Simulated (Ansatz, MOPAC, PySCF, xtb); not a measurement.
Spectroscopic constants of PN, closed-shell singlet (the spin of the measured ground state).

Constants: fifth-degree fit in 1/R to seven points, most abundant isotopes. In def2 and cc sets the state is the lowest found near the PBE0 minimum, followed along R. The singlet is held restricted. HF and MP2 rows in def2 and cc sets belong to the determinant that coupled cluster picked by its CCSD energy.

The values were computed with Ansatz (Gaussian basis) for Hartree–Fock, density functionals and correlated methods; MOPAC for PM3, PM6, PM7 (differences of heats of formation); PySCF for 3-21G rows, 6-31G* rows, STO-3G rows; xtb for the GFN methods. 

```tsv
level	r_e (Å)	ω_e (cm⁻¹)	ω_e x_e (cm⁻¹)	B_e (cm⁻¹)	D_e (eV)	dipole (D)
PM3	1.414	1217	3.0	0.874	-	-
PM6	1.477	1496	3.8	0.801	-	-
PM7	1.473	1377	3.3	0.806	-	-
GFN1-xTB	1.478	1467	7.2	0.800	-	-
HF/STO-3G	1.459	1687	4.0	0.821	-	2.04
HF/3-21G	1.510	1459	4.6	0.766	-	2.36
HF/6-31G*	1.455	1589	5.0	0.826	-	2.92
HF/aug-cc-pV(T+d)Z	1.448	1589	5.0	0.833	-	-
HF/def2-TZVPP	1.448	1590	4.9	0.834	-	-
HF/aug-cc-pV(Q+d)Z	1.446	1593	5.0	0.836	-	-
SVWN5/def2-TZVPP	1.487	1373	5.9	0.790	7.73	2.79
PBE/def2-TZVPP	1.500	1339	5.8	0.777	6.75	2.66
BP86/6-31G*	1.513	1314	5.7	0.764	-	2.29
r2SCAN/def2-TZVPP	1.487	1390	5.8	0.791	5.98	2.74
B97M-V/def2-TZVPP	1.483	1408	5.8	0.795	6.24	2.69
B3LYP/6-31G*	1.495	1383	5.6	0.783	-	2.46
B3LYP/def2-TZVPP	1.483	1404	5.8	0.795	6.30	2.88
PBE0/def2-TZVPP	1.479	1429	5.6	0.799	5.98	2.84
MP2/6-31G*	1.537	1152	11	0.740	-	2.90
MP2/aug-cc-pV(T+d)Z	1.523	1188	10	0.753	-	-
MP2/aug-cc-pV(Q+d)Z	1.518	1201	9.9	0.759	-	-
MP2/aug-cc-pV(5+d)Z	1.515	1207	9.9	0.761	-	-
MP2/CBS(aug-cc-pV(Q+d)Z, aug-cc-pV(5+d)Z)	1.514	1211	9.9	0.763	-	-
SCS-MP2/aug-cc-pV(5+d)Z	1.509	1245	9.1	0.768	-	-
CCSD/aug-cc-pV(Q+d)Z	1.484	1402	6.0	0.794	-	-
CCSD(T)/aug-cc-pV(T+d)Z	1.503	1323	6.6	0.774	-	-
CCSD(T)/aug-cc-pV(Q+d)Z	1.497	1336	6.6	0.780	-	-
CCSD(T)/aug-cc-pV(5+d)Z	1.495	1341	6.6	0.782	-	-
CCSD(T)/CBS(def2-TZVPP, def2-QZVPP)	1.494	1347	6.5	0.783	6.26	-
CCSD(T)/CBS(aug-cc-pV(Q+d)Z, aug-cc-pV(5+d)Z)	1.493	1345	6.6	0.784	-	-
```

D_e counts from each atom's lowest state at the same level, without counterpoise or zero-point energy.

Cores are frozen in the correlated methods. CBS: X⁻³ extrapolation of the correlation energy, Hartree–Fock from the larger set. Rows in 3-21G, 6-31G*, STO-3G carry no dispersion term and start afresh at each structure (6-31G* with six Cartesian d functions). MP2/6-31G* freezes PySCF's default core. The state that PM3, PM6, PM7 reach isn't checked; PM7 holds dispersion and hydrogen-bond terms.

Doubts at one or more of the structures used: a restricted determinant that unrestricted orbitals would lower (HF/aug-cc-pV(T+d)Z, HF/def2-TZVPP, HF/aug-cc-pV(Q+d)Z, MP2/aug-cc-pV(T+d)Z, MP2/aug-cc-pV(Q+d)Z, MP2/aug-cc-pV(5+d)Z, MP2/CBS(aug-cc-pV(Q+d)Z, aug-cc-pV(5+d)Z), SCS-MP2/aug-cc-pV(5+d)Z, CCSD/aug-cc-pV(Q+d)Z, CCSD(T)/aug-cc-pV(T+d)Z, CCSD(T)/aug-cc-pV(Q+d)Z, CCSD(T)/aug-cc-pV(5+d)Z, CCSD(T)/CBS(def2-TZVPP, def2-QZVPP), CCSD(T)/CBS(aug-cc-pV(Q+d)Z, aug-cc-pV(5+d)Z)).

Measured for the ground state: r_e 1.4909 Å [microwave values compiled in ACS Omega 2, 8373 (2017)]. ω_e 1336.9 cm-1, ω_e x_e 6.8958 cm-1, B_e 0.78648 cm-1, α_e 0.0055337 cm-1 [Irikura, J. Phys. Chem. Ref. Data 36, 389 (2007)]. D_0 6.357 ± 0.22 eV (a handbook's tabulated 298 K bond energy less 3RT/2; such tables hold older values) [Luo, bond dissociation energies, CRC Handbook]. dipole 2.7514 D [compilation of Liu, Meijer and Pérez-Ríos].

Ansatz is a quantum-chemistry and plane-wave program.
